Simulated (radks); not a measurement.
The numbers below are computed, except where a source is named.
Spherical quantum dot in the effective-mass picture: electrons in a well V = -V0 / (1 + exp((r - R)/a)) with V0 = 5.27, R = 6.18, a = 0.37, with a point charge +1 (a donor) at the centre, all in effective atomic units (hartree* = m*/eps^2 hartree, bohr* = eps/m* bohr), one dielectric constant everywhere. Level of theory: non-relativistic Kohn-Sham, LDA (Slater exchange, Perdew-Wang correlation), spin-polarised, spherical densities (a radial shooting solver with Libxc functionals). Levels are named by radial order and angular momentum (1s, 1p, 1d, 2s, ...), and open shells are averaged over m. Results are scaled to m* = 0.428 and eps = 10.6, for which hartree* = 103.7 meV and bohr* = 1.311 nm.

N = 10, configuration 1s2 1p6 1d(up 1, down 0) 2s(up 1, down 0). This is the lowest configuration that the search found. Occupied and some empty levels:

| level | occupation | eigenvalue (meV) | <r> (nm) |
|---|---|---|---|
| 1s up | 1 | -339.88 | 4.184 |
| 1s down | 1 | -336.68 | 4.560 |
| 1p up | 3 | -327.61 | 5.240 |
| 1p down | 3 | -325.97 | 5.249 |
| 2s up | 1 | -313.78 | 3.236 |
| 1d up | 1 | -313.02 | 5.522 |
| 1d down | 0 | -311.43 | 5.521 |
| 2s down | 0 | -304.84 | 3.133 |
| 1f up | 0 | -294.02 | 5.735 |
| 1f down | 0 | -292.43 | 5.735 |
| 1g up | 0 | -270.98 | 5.916 |
| 1g down | 0 | -269.39 | 5.917 |
| 2p up | 0 | -267.91 | 4.153 |
| 2p down | 0 | -265.05 | 4.233 |

Energy (meV): total -4429.30, kinetic 289.09, external -5717.9, Hartree 1237.4, exchange-correlation -237.92.
